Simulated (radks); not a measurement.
Task: The germanium ion Ge4+ is in [Ar] 3d10. All-electron calculation, scalar-relativistic Kohn-Sham, LDA (Slater exchange, Perdew-Wang correlation), spin-polarised, spherical densities, finite nucleus; Fermi nuclear charge, rms radius of each element as measured or else 0.836 A^(1/3) + 0.57 fm. Program: a radial shooting solver on a logarithmic mesh with Libxc functionals. Open shells are filled with parallel spins first. One electron is removed from 3p, 3s, 3d, 2p in turn, with full relaxation. Which removal costs least, and what does each cost?

Result: 3d 90.982 eV; 3p 177.90 eV; 3s 230.53 eV; 2p 1284.5 eV. The 3d electron leaves first.
